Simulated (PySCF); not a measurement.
Predicted microwave data (PBE0-D3(BJ)/def2-SVP geometry optimisation, gas phase (PySCF)) for one isomer of C6H12NP:

| Item | Value |
| --- | --- |
| Rotational constants | A = 2479, B = 1444, C = 1025 MHz |
| Dipole components | \|μa\| = 2.03 D, \|μb\| = 1.44 D, \|μc\| = 0.41 D |
| Inertial defect | -60.72 u·Å² |
| κ | -0.42 |

Question: Which candidate fits, each taken in the one conformer that was computed?
A. `[CH3:1][CH:2]([CH3:3])[P:4]([CH3:5])[CH2:6][C:7]#[N:8]` with C1–C2–P4–C5 -69°, C2–P4–C6–C7 165°
B. `[CH3:1][CH:2]=[P:3]1([N:4]([CH3:5])[CH3:6])[CH:7]=[CH:8]1` with C2–P3–N4–C5 150°
C. `N=[P@]12CC[C@H](CC1)C2`

Answer: B. It is CC=P1(N(C)C)C=C1, an asymmetric top, point group C1. The candidates at the same level (rigid rotor, commonest isotopes):

| SMILES | A (MHz) | B (MHz) | C (MHz) | μa (D) | μb (D) | μc (D) | Δ (u·Å²) | point group | rotor |
| --- | --- | --- | --- | --- | --- | --- | --- | --- | --- |
| N=[P@]12CC[C@H](CC1)C2 | 2785 | 1765 | 1509 | 3.25 | 1.08 | 0.18 | -132.90 | C1 | asymmetric top |
| CC(C)P(C)CC#N | 3279 | 975.6 | 807.7 | 4.29 | 0.57 | 1.72 | -46.47 | C1 | asymmetric top |
| CC=P1(N(C)C)C=C1 | 2479 | 1444 | 1025 | 2.03 | 1.44 | 0.41 | -60.72 | C1 | asymmetric top |

`CC(C)P(C)CC#N` has B 32 % too low; `N=[P@]12CC[C@H](CC1)C2` has C 47 % too high. No structure here is proved a minimum.
